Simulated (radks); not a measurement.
Spin polarisation of the 4d9 shell in Ag2+. Start: [Kr] 4d(up 4.5, down 4.5); electrons of 4d are moved from spin down to spin up, other shells keep equal spins. Method: scalar-relativistic Kohn-Sham, SCAN, spin-polarised, spherical densities, finite nucleus; meta-GGA in the generalised Kohn-Sham scheme; Fermi nuclear charge, rms radius of each element as measured or else 0.836 A^(1/3) + 0.57 fm; computed with a radial shooting solver on a logarithmic mesh with Libxc functionals.

moment (Bohr magnetons)  E - E(0) (eV)  e(4d up) (eV)  e(4d down) (eV)  4p down minus up (eV)  4s down minus up (eV)
0                                0.000        -29.095          -29.095                 0.000                  0.000
0.25                            -0.014        -29.214          -28.974                  0.258                  0.249
0.5                             -0.047        -29.331          -28.849                  0.515                  0.499
0.75                            -0.124        -29.445          -28.722                  0.773                  0.748
1                               -0.235        -29.557          -28.593                  1.031                  0.998

At moment 1 the spin-polarisation energy is -0.235 eV and the 4d exchange splitting 0.964 eV, that is 0.964 eV per Bohr magneton; E = -I m^2/4 would give I = 0.941 eV.
